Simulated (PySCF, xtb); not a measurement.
GaHI2O, SMILES [I][Ga]([I])[OH].

GFN2-xTB in xtb at its own geometry gives an orbital gap of 3.77 eV and a dipole moment of 3.64 D.

Geometry: r2SCAN-D4/def2-SVP. The structure was generated by enumeration; whether it is a known compound was not checked. The def2 effective core potentials stand for the cores of I; spin–orbit coupling is left out. Other conformers were not sampled.

Q: What does PySCF with M06-2X/def2-TZVP give? (An estimate is asked for; the answer gives what the named calculation found.)

A: gap 7.83 eV (levels -9.04 and -1.21 eV), dipole 1.21 D.
